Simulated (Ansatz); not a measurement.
Calculated with Ansatz (gas phase, PBE0-D4/def2-TZVP geometries, no zero-point term in ΔE). CBS: MP2 limit from def2 TZ/QZ plus the TZ coupled-cluster correction, frozen cores. This one scheme is used for every species, atoms too. Functionals use def2-TZVPP. No spin–orbit coupling; open shells (•) take unrestricted orbitals. Spin–orbit coupling would lower the free atoms: a little for B, C. Each species was taken in one conformer, which may not be the lowest.

Consider the atomization: `NBCN` → B• + C• + 7 H• + 2 N•.

Question: What is ΔE at CCSD(T)/CBS? (Best estimate.)

Answer: The calculation gave: +966.3 kcal/mol.

Question: What do these levels give: CAM-B3LYP-D4, ωB97M-V, PBE, BLYP, SCS-MP2/def2-TZVPP, MP2/def2-QZVPP? (Estimate.)

Answer: Computed: CAM-B3LYP-D4 979.8, ωB97M-V 975.0, PBE 987.3, BLYP 967.4, SCS-MP2/def2-TZVPP 953.1, MP2/def2-QZVPP 965.5 kcal/mol.

Largest T1 diagnostic among the species: 0.014.

From BLYP to BHLYP (50 % exact exchange), in def2-TZVPP and without D4, ΔE moves by −24.0 kcal/mol: exact exchange takes away binding that semilocal exchange gives to molecules. At CCSD(T), def2-SVP lies −54.2 kcal/mol from the extrapolated value and def2-TZVPP −26.5 kcal/mol: correlation converges slowly with the basis, and small sets miss more of it in the bonded molecule than in its fragments.

For atomizations the MP2-based limit and the directly extrapolated one differ by several kJ/mol either way, and by 10 to 25 for some Ge, Se and Sn compounds, so smaller differences from it don't rank the levels.
